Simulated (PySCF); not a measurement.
Computed IR spectrum (relative IR intensity) of a molecule C6H10. Geometry: PBE-D3(BJ)/def2-SVP. The values are those of a single conformer. These are PySCF with PBE-D3(BJ)/def2-SVP values and carry that method's errors. No scaling factor is applied to the harmonic values.

| ν (cm⁻¹) | relative intensity |
|---|---|
| 185 | 2.2 |
| 355 | 2.3 |
| 435 | 7.7 |
| 483 | 24 |
| 623 | 30 |
| 690 | 2.6 |
| 821 | 6.6 |
| 872 | 100 |
| 886 | 36 |
| 897 | 78 |
| 978 | 15 |
| 994 | 24 |
| 1014 | 5.3 |
| 1084 | 24 |
| 1237 | 12 |
| 1261 | 7.4 |
| 1274 | 2.5 |
| 1340 | 30 |
| 1367 | 3.0 |
| 1390 | 20 |
| 1402 | 37 |
| 1413 | 27 |
| 1672 | 39 |
| 1680 | 49 |
| 2928 | 61 |
| 2956 | 62 |
| 3024 | 38 |
| 3027 | 29 |
| 3064 | 42 |
| 3069 | 14 |
| 3073 | 70 |
| 3165 | 65 |

Which molecule gave these data?
(A) C=CC(=C)CC
(B) C=CCC(=C)C
(C) C=C=C(C)CC
(D) CC#CC(C)C

B, C=CCC(=C)C
